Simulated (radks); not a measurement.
Task: Radial electron density D(r) = 4 pi r^2 rho(r) of an atom or ion with 64 electrons. All-electron calculation, Dirac Kohn-Sham, BLYP, spin-unpolarised, spherical densities, point nucleus. Program: a radial shooting solver on a logarithmic mesh with Libxc functionals.

| r (bohr) | D(r) (e/bohr) |
|---|---|
| 0.000973 | 5.192 |
| 0.001277 | 7.987 |
| 0.00169 | 12.27 |
| 0.002236 | 18.52 |
| 0.002935 | 27.00 |
| 0.003883 | 38.57 |
| 0.005097 | 52.45 |
| 0.006744 | 68.26 |
| 0.008923 | 82.93 |
| 0.01171 | 92.34 |
| 0.0155 | 93.83 |
| 0.0205 | 88.05 |
| 0.02691 | 83.26 |
| 0.03561 | 90.21 |
| 0.04712 | 109.5 |
| 0.06185 | 121.8 |
| 0.08183 | 110.3 |
| 0.1074 | 93.55 |
| 0.1421 | 101.1 |
| 0.188 | 107.7 |
| 0.2468 | 76.83 |
| 0.3266 | 50.22 |
| 0.4321 | 58.12 |
| 0.5672 | 53.02 |
| 0.7504 | 29.84 |
| 0.9929 | 16.34 |
| 1.303 | 10.31 |
| 1.724 | 4.495 |
| 2.263 | 1.082 |
| 2.995 | 0.1137 |
| 3.963 | 0.004176 |

What is the nuclear charge?

Result: Z = 68. The innermost maximum, from 1s, lies near gamma/Z bohr with gamma = sqrt(1 - (Z/c)^2) = 0.868, here 0.0128 bohr (found: 0.0141), and its height grows with Z. The density is that of the erbium ion Er4+ in [Kr] 4d10 4f10.5 5s2 5p5.5; the configuration itself is not fixed sharply by these data, and Z only to a few units. D(r) has 4 maxima, at r = 0.0141, 0.0628, 0.175, 0.472 bohr, and minima at 0.0273, 0.115, 0.337 bohr, inside which lie 2.02, 11.19, 29.58 electrons.
